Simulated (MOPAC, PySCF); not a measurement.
C10H9ClSi, SMILES `[SiH3]c1ccc2ccccc2c1Cl`, neutral singlet in the gas phase. 

Cartesian coordinates (Å):
SMILES: [SiH3]c1ccc2ccccc2c1Cl
```xyz
21

Si    -3.6530     0.2425     0.0578
C     -1.8086    -0.1380     0.0201
C     -1.3437    -1.4396    -0.3109
C     -0.0039    -1.7365    -0.3437
C      0.9643    -0.7458    -0.0461
C      2.3539    -1.0281    -0.0733
C      3.2787    -0.0544     0.2184
C      2.8528     1.2511     0.5517
C      1.5137     1.5601     0.5878
C      0.5368     0.5764     0.2917
C     -0.8635     0.8279     0.3104
Cl    -1.4156     2.4290     0.7182
H     -4.3658    -1.0211    -0.3038
H     -4.0924     0.6757     1.4171
H     -4.0112     1.3018    -0.9311
H     -2.0749    -2.2181    -0.5438
H      0.3340    -2.7435    -0.6006
H      2.6757    -2.0401    -0.3320
H      4.3459    -0.2868     0.1933
H      3.5935     2.0202     0.7824
H      1.1833     2.5674     0.8450
```
Charge 0, spin multiplicity 1.

All levels are single points at this geometry (PBE0-D4/def2-SVP); Pople sets use spherical d functions. Orbital energies aren't observables, and empty levels follow the basis.

PBE/6-31G* in PySCF gives gap (eV) = 3.24.

Estimate the gap (eV) from each of these levels: PBE0-D4/def2-TZVP in PySCF; B3LYP/6-311+G** in PySCF; SVWN5/6-31G* in PySCF; HF/STO-3G in PySCF; PM3 in MOPAC.


```
level                       gap (eV)
--------------------------  --------
PBE0-D4/def2-TZVP in PySCF      4.82
B3LYP/6-311+G** in PySCF        4.49
SVWN5/6-31G* in PySCF           3.22
HF/STO-3G in PySCF             11.46
PM3 in MOPAC                    8.11
```
